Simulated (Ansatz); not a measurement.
Reaction (ligand exchange at a Mg–Cl bond): `[CH3][Mg][Cl]` + `CNC` → `[CH3][Mg][N](C)C` + HCl

Computed with Ansatz on PBE0-D4/def2-TZVP structures; ΔE is electronic, products minus reactants. CCSD(T)/CBS is the MP2 limit (def2-TZVPP, def2-QZVPP) plus CCSD(T) − MP2 in def2-TZVPP, frozen cores. This one scheme is used for every species. Functionals use def2-TZVPP. B3LYP here is the variant with VWN-RPA as its local correlation; programs differ in this. For Mg outer-core shells are correlated without core-valence functions, which leaves a few kJ/mol of doubt a bond. One conformer a species, not always the lowest.

```tsv
level	ΔE (kJ/mol)	difference from CCSD(T)/CBS
LDA (SPW92)	152.5	-7.2
B3LYP-D4	163.4	3.7
r2SCANh-D4	169.5	9.8
PBE	160.5	0.8
LC-ωPBE	169.8	10.1
MP2/def2-SVP	160.3	0.6
CCSD(T)/def2-SVP	158.6	-1.1
HF/def2-TZVPP	193.8	34.1
MP2/def2-TZVPP	157.4	-2.3
CCSD/CBS(def2)	164.2	4.5
CCSD(T)/CBS	159.7	0
```

Largest T1 diagnostic among the species: 0.010.

From BLYP to BHLYP (50 % exact exchange), in def2-TZVPP and without D4, ΔE moves by +16.5 kJ/mol. The D4 term adds −5.1 kJ/mol with B3LYP and −2.9 kJ/mol with PBE0; it sums over pairs of atoms, weighted by their polarisabilities, and B3LYP, whose exchange is more repulsive, gets the larger term. In def2-TZVPP, CCSD(T) changes the Hartree–Fock value by −36.6 kJ/mol (the triples alone add −4.5 kJ/mol) and MP2 by −36.4 kJ/mol.
